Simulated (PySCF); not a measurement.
Structure from NMR data

An unknown has the formula C$_{7}$H$_{10}$O. Its calculated NMR data are:

1H NMR (400 MHz, computed): δ 1.99 (m, 2H), 1.11 (m, 4H), 0.85 (m, 4H).

13C{1H} NMR (computed): δ 217.7 (C), 24.7 (CH, 2C), 14.6 (CH2, 4C).

PySCF 2.14 calculation with GFN2-xTB geometry and NMR shieldings at PBE0/pcSseg-1/GIAO; non-relativistic Hamiltonian, one computed conformer, one averaged value for each set of equivalent atoms, in vacuum.

Referencing at the same level of theory: 1H (σ = 31.72 ppm), 13C (σ = 186.93 ppm) against TMS.

Task: Which of these isomers gave the spectra?
A. C=C/C=C/C(=C)OC
B. COCC1=CCC=C1
C. O=C(C1CC1)C1CC1

Result: C. 

- Rings plus π bonds: 3 (2 rings in the answer).
- 3 carbon signals for 7 carbons: some carbons are equivalent by symmetry or fast rotation.
- Carbon types of the structure: 1 × C, 2 × CH, 4 × CH2, which accounts for all hydrogens.
- δC 217.7: ketone carbonyl carbon; low-lying n→π* states of the double bond to the heteroatom give a large paramagnetic term (-276 ppm).
- δC 24.7, 14.6: three-membered-ring carbon; carbons of three-membered rings are unusually shielded.
- δH 1.99, 1.11, 0.85: hydrogen on a three-membered-ring carbon.

The others: COCC1=CCC=C1 would give 7 carbon signals, not 3; C=C/C=C/C(=C)OC would give 7 carbon signals, not 3.

Shifts are as computed. Against solution values, carbons near 30 ppm lie about +3 ppm off and those near 130 ppm about +5 ppm. Of 1211 compounds with measured shifts, 218 miss one by over three times the rms of a fit or turn the order of signals round; such compounds aren't used in these exercises. No couplings were computed; multiplicities are counted from neighbouring protons, with m where these are inequivalent, close in shift, in a saturated or five-membered ring or joined by F or P, and br s for small geminal =CH2 splittings.
